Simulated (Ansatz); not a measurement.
A short molecular-dynamics run on C₂H₄Al₂ (`C=[C]1[AlH][AlH]1`).

```yaml
crystal:
  periodic: [false, false, false]
  atoms:
    - {symbol: C, position_ang: [-0.586698, 1.163199, -0.192934]}
    - {symbol: C, position_ang: [0.501889, 0.440252, 0.128995]}
    - {symbol: Al, position_ang: [1.751796, -0.932767, 0.103098]}
    - {symbol: Al, position_ang: [-0.593965, -1.277261, 0.082259]}
    - {symbol: H, position_ang: [-0.749549, 1.571226, -1.193155]}
    - {symbol: H, position_ang: [-1.332908, 1.467559, 0.544211]}
    - {symbol: H, position_ang: [3.267523, -1.052616, 0.509762]}
    - {symbol: H, position_ang: [-2.166089, -1.436693, -0.037937]}
basis:
  gaussian: {orbitals: def2-SVP}
hamiltonian: {xc: {name: r2SCAN}}
md: {timestep: 0.5 fs, n_steps: 20, ensemble: nvt_nose_hoover, temperature: 1000, initial_velocities: maxwell_boltzmann, seed: 219}
```

```sh
$ ansatz run in.yaml --threads 2 --pin off --events-out ev --progress --plain --max-ram 4352MiB
```

```tsv
step	time (fs)	potential energy (eV)	kinetic (eV)	T (K)	conserved (eV)
0	0.0	-15321.7929	0.7756	1000	-15321.0174
1	0.5	-15321.7884	0.7711	994	-15321.0173
2	1.0	-15321.7731	0.7560	975	-15321.0171
3	1.5	-15321.7496	0.7327	945	-15321.0169
4	2.0	-15321.7213	0.7046	908	-15321.0167
5	2.5	-15321.6915	0.6750	870	-15321.0165
6	3.0	-15321.6630	0.6466	834	-15321.0164
7	3.5	-15321.6375	0.6211	801	-15321.0164
8	4.0	-15321.6157	0.5993	773	-15321.0164
9	4.5	-15321.5974	0.5810	749	-15321.0165
10	5.0	-15321.5814	0.5649	728	-15321.0166
11	5.5	-15321.5660	0.5495	709	-15321.0167
12	6.0	-15321.5495	0.5329	687	-15321.0168
13	6.5	-15321.5303	0.5137	662	-15321.0168
14	7.0	-15321.5082	0.4917	634	-15321.0168
15	7.5	-15321.4843	0.4681	604	-15321.0166
16	8.0	-15321.4608	0.4448	574	-15321.0165
17	8.5	-15321.4401	0.4242	547	-15321.0164
18	9.0	-15321.4231	0.4073	525	-15321.0164
19	9.5	-15321.4093	0.3934	507	-15321.0166
20	10.0	-15321.3960	0.3800	490	-15321.0168
```

Velocities are drawn at the set temperature; a run this short doesn't reach equilibrium.

Frames (Å, forces in eV/Å):

```xyz
8
time=0.0 fs
C    -0.587    1.163   -0.193   -0.218    0.084   -0.016
C     0.502    0.440    0.129    0.383   -0.249    0.126
Al    1.752   -0.933    0.103    0.195   -0.127   -0.013
Al   -0.594   -1.277    0.082   -0.027    0.000    0.000
H    -0.750    1.571   -1.193   -0.076    0.149   -0.362
H    -1.333    1.468    0.544   -0.262    0.146    0.251
H     3.268   -1.053    0.510    0.043   -0.005    0.023
H    -2.166   -1.437   -0.038   -0.039    0.003   -0.009
8
time=0.5 fs
C    -0.585    1.158   -0.193   -0.465    0.432   -0.502
C     0.502    0.447    0.133    0.718   -0.615    0.150
Al    1.756   -0.934    0.102    0.055   -0.025    0.008
Al   -0.599   -1.277    0.082    0.054    0.040    0.022
H    -0.754    1.574   -1.203   -0.003   -0.012   -0.010
H    -1.320    1.473    0.545   -0.390    0.173    0.335
H     3.273   -1.032    0.519    0.014   -0.017    0.010
H    -2.174   -1.456   -0.037    0.019    0.025   -0.011
8
time=1.0 fs
C    -0.584    1.152   -0.194   -0.735    0.770   -0.923
C     0.502    0.453    0.136    1.041   -0.963    0.174
Al    1.761   -0.935    0.101   -0.071    0.072    0.030
Al   -0.605   -1.276    0.081    0.127    0.077    0.043
H    -0.759    1.576   -1.212    0.066   -0.162    0.311
H    -1.309    1.479    0.546   -0.484    0.188    0.383
H     3.279   -1.012    0.528   -0.020   -0.030   -0.005
H    -2.181   -1.474   -0.036    0.077    0.047   -0.014
8
time=1.5 fs
C    -0.583    1.147   -0.194   -1.021    1.088   -1.247
C     0.503    0.459    0.140    1.341   -1.286    0.194
Al    1.765   -0.936    0.100   -0.183    0.164    0.055
Al   -0.610   -1.276    0.081    0.195    0.112    0.064
H    -0.763    1.578   -1.221    0.127   -0.292    0.581
H    -1.298    1.486    0.548   -0.537    0.187    0.390
H     3.284   -0.992    0.538   -0.057   -0.043   -0.021
H    -2.189   -1.493   -0.035    0.135    0.071   -0.016
8
time=2.0 fs
C    -0.582    1.142   -0.195   -1.311    1.375   -1.458
C     0.504    0.465    0.144    1.608   -1.576    0.209
Al    1.770   -0.938    0.099   -0.282    0.250    0.081
Al   -0.616   -1.276    0.081    0.261    0.145    0.084
H    -0.768    1.579   -1.228    0.177   -0.395    0.787
H    -1.289    1.493    0.551   -0.547    0.166    0.352
H     3.290   -0.972    0.547   -0.095   -0.058   -0.037
H    -2.196   -1.512   -0.034    0.189    0.094   -0.018
8
time=2.5 fs
C    -0.581    1.137   -0.196   -1.588    1.624   -1.552
C     0.505    0.471    0.148    1.831   -1.828    0.216
Al    1.774   -0.939    0.097   -0.369    0.331    0.107
Al   -0.621   -1.275    0.080    0.324    0.176    0.104
H    -0.771    1.580   -1.234    0.216   -0.470    0.925
H    -1.281    1.500    0.555   -0.519    0.125    0.275
H     3.295   -0.952    0.556   -0.134   -0.075   -0.055
H    -2.202   -1.530   -0.034    0.239    0.117   -0.021
8
time=3.0 fs
C    -0.581    1.133   -0.198   -1.834    1.826   -1.533
C     0.506    0.476    0.152    2.000   -2.037    0.211
Al    1.779   -0.940    0.096   -0.446    0.406    0.134
Al   -0.626   -1.275    0.080    0.388    0.207    0.123
H    -0.775    1.579   -1.237    0.241   -0.515    0.993
H    -1.274    1.508    0.560   -0.460    0.066    0.166
H     3.300   -0.933    0.565   -0.171   -0.092   -0.072
H    -2.208   -1.548   -0.033    0.284    0.139   -0.023
8
time=3.5 fs
C    -0.581    1.129   -0.200   -2.029    1.972   -1.410
C     0.508    0.481    0.156    2.106   -2.199    0.193
Al    1.783   -0.941    0.095   -0.515    0.477    0.161
Al   -0.632   -1.274    0.080    0.452    0.237    0.142
H    -0.777    1.577   -1.238    0.253   -0.529    0.992
H    -1.268    1.516    0.565   -0.382   -0.007    0.037
H     3.305   -0.913    0.574   -0.206   -0.111   -0.089
H    -2.213   -1.565   -0.032    0.322    0.160   -0.026
8
time=4.0 fs
C    -0.581    1.125   -0.202   -2.157    2.055   -1.195
C     0.510    0.485    0.160    2.146   -2.313    0.160
Al    1.787   -0.942    0.094   -0.577    0.541    0.187
Al   -0.637   -1.274    0.079    0.517    0.268    0.160
H    -0.779    1.574   -1.236    0.251   -0.513    0.922
H    -1.264    1.524    0.570   -0.296   -0.087   -0.101
H     3.309   -0.894    0.583   -0.238   -0.132   -0.105
H    -2.218   -1.583   -0.031    0.352    0.180   -0.030
8
time=4.5 fs
C    -0.582    1.122   -0.204   -2.204    2.068   -0.897
C     0.513    0.489    0.164    2.117   -2.379    0.109
Al    1.792   -0.943    0.093   -0.632    0.600    0.212
Al   -0.642   -1.273    0.079    0.586    0.301    0.178
H    -0.781    1.569   -1.233    0.236   -0.466    0.784
H    -1.260    1.531    0.575   -0.212   -0.168   -0.234
H     3.312   -0.875    0.591   -0.265   -0.153   -0.120
H    -2.222   -1.600   -0.031    0.374    0.197   -0.033
8
time=5.0 fs
C    -0.583    1.119   -0.207   -2.164    2.007   -0.527
C     0.516    0.492    0.168    2.021   -2.400    0.041
Al    1.796   -0.944    0.092   -0.683    0.654    0.236
Al   -0.647   -1.273    0.078    0.657    0.334    0.195
H    -0.782    1.563   -1.227    0.206   -0.389    0.580
H    -1.256    1.538    0.580   -0.138   -0.245   -0.355
H     3.315   -0.856    0.599   -0.286   -0.174   -0.133
H    -2.225   -1.616   -0.030    0.387    0.213   -0.037
8
time=5.5 fs
C    -0.585    1.117   -0.209   -2.038    1.874   -0.100
C     0.520    0.495    0.172    1.863   -2.380   -0.043
Al    1.800   -0.945    0.091   -0.731    0.703    0.258
Al   -0.653   -1.272    0.078    0.731    0.370    0.211
H    -0.782    1.557   -1.220    0.164   -0.283    0.314
H    -1.253    1.545    0.583   -0.080   -0.312   -0.454
H     3.317   -0.838    0.607   -0.301   -0.196   -0.145
H    -2.226   -1.632   -0.030    0.392    0.225   -0.041
8
time=6.0 fs
C    -0.587    1.115   -0.212   -1.831    1.674    0.369
C     0.524    0.498    0.176    1.651   -2.325   -0.142
Al    1.804   -0.946    0.090   -0.776    0.746    0.278
Al   -0.658   -1.271    0.078    0.810    0.408    0.226
H    -0.782    1.550   -1.212    0.111   -0.154   -0.004
H    -1.250    1.551    0.586   -0.043   -0.366   -0.527
H     3.319   -0.821    0.615   -0.309   -0.218   -0.155
H    -2.227   -1.647   -0.030    0.387    0.235   -0.045
8
time=6.5 fs
C    -0.589    1.113   -0.214   -1.555    1.419    0.854
C     0.528    0.500    0.180    1.396   -2.241   -0.253
Al    1.808   -0.947    0.089   -0.821    0.783    0.295
Al   -0.663   -1.271    0.078    0.892    0.449    0.241
H    -0.782    1.542   -1.205    0.052   -0.009   -0.354
H    -1.247    1.556    0.587   -0.027   -0.403   -0.571
H     3.319   -0.804    0.622   -0.311   -0.239   -0.162
H    -2.227   -1.662   -0.030    0.374    0.242   -0.049
8
time=7.0 fs
C    -0.592    1.112   -0.217   -1.227    1.128    1.318
C     0.532    0.501    0.184    1.108   -2.136   -0.371
Al    1.812   -0.947    0.088   -0.864    0.815    0.310
Al   -0.668   -1.270    0.077    0.978    0.492    0.254
H    -0.782    1.534   -1.198   -0.008    0.137   -0.706
H    -1.245    1.560    0.587   -0.034   -0.422   -0.584
H     3.319   -0.787    0.628   -0.305   -0.260   -0.167
H    -2.227   -1.676   -0.029    0.352    0.245   -0.054
8
time=7.5 fs
C    -0.595    1.111   -0.219   -0.866    0.823    1.719
C     0.537    0.502    0.187    0.800   -2.015   -0.494
Al    1.816   -0.948    0.087   -0.908    0.841    0.323
Al   -0.672   -1.269    0.077    1.068    0.538    0.266
H    -0.781    1.527   -1.193   -0.061    0.269   -1.022
H    -1.242    1.563    0.585   -0.064   -0.422   -0.564
H     3.319   -0.771    0.635   -0.292   -0.279   -0.170
H    -2.225   -1.690   -0.030    0.321    0.245   -0.058
8
time=8.0 fs
C    -0.598    1.110   -0.221   -0.490    0.527    2.008
C     0.542    0.503    0.191    0.482   -1.885   -0.616
Al    1.820   -0.949    0.086   -0.953    0.861    0.332
Al   -0.677   -1.268    0.077    1.162    0.586    0.278
H    -0.781    1.521   -1.190   -0.098    0.368   -1.258
H    -1.239    1.565    0.582   -0.116   -0.402   -0.512
H     3.317   -0.756    0.641   -0.272   -0.297   -0.170
H    -2.222   -1.703   -0.030    0.284    0.242   -0.063
8
time=8.5 fs
C    -0.601    1.109   -0.222   -0.117    0.261    2.146
C     0.547    0.503    0.195    0.163   -1.751   -0.734
Al    1.824   -0.949    0.086   -0.998    0.875    0.339
Al   -0.682   -1.268    0.077    1.258    0.636    0.288
H    -0.781    1.515   -1.190   -0.114    0.419   -1.376
H    -1.237    1.566    0.578   -0.188   -0.363   -0.429
H     3.315   -0.741    0.646   -0.245   -0.313   -0.167
H    -2.219   -1.715   -0.030    0.239    0.235   -0.067
8
time=9.0 fs
C    -0.605    1.108   -0.223    0.242    0.038    2.111
C     0.552    0.503    0.198   -0.150   -1.615   -0.844
Al    1.827   -0.950    0.085   -1.044    0.884    0.343
Al   -0.686   -1.267    0.077    1.357    0.687    0.297
H    -0.782    1.510   -1.194   -0.105    0.414   -1.354
H    -1.235    1.566    0.573   -0.277   -0.306   -0.320
H     3.312   -0.727    0.651   -0.212   -0.327   -0.162
H    -2.215   -1.727   -0.031    0.189    0.225   -0.072
8
time=9.5 fs
C    -0.608    1.107   -0.224    0.577   -0.138    1.909
C     0.557    0.503    0.202   -0.451   -1.482   -0.945
Al    1.831   -0.950    0.084   -1.092    0.888    0.345
Al   -0.691   -1.266    0.076    1.456    0.738    0.305
H    -0.782    1.506   -1.201   -0.074    0.356   -1.192
H    -1.234    1.566    0.567   -0.378   -0.235   -0.190
H     3.309   -0.714    0.656   -0.173   -0.339   -0.155
H    -2.211   -1.739   -0.031    0.135    0.213   -0.076
8
time=10.0 fs
C    -0.611    1.106   -0.224    0.885   -0.273    1.570
C     0.562    0.502    0.205   -0.738   -1.353   -1.035
Al    1.834   -0.950    0.083   -1.141    0.886    0.343
Al   -0.695   -1.265    0.076    1.556    0.790    0.313
H    -0.783    1.503   -1.210   -0.025    0.255   -0.915
H    -1.234    1.565    0.560   -0.485   -0.155   -0.049
H     3.305   -0.702    0.660   -0.129   -0.349   -0.145
H    -2.207   -1.749   -0.032    0.078    0.199   -0.081
```

It took 66 s on 2 threads of an Arm Neoverse V1 on a shared host, with 0.37 GiB of host memory at the peak.
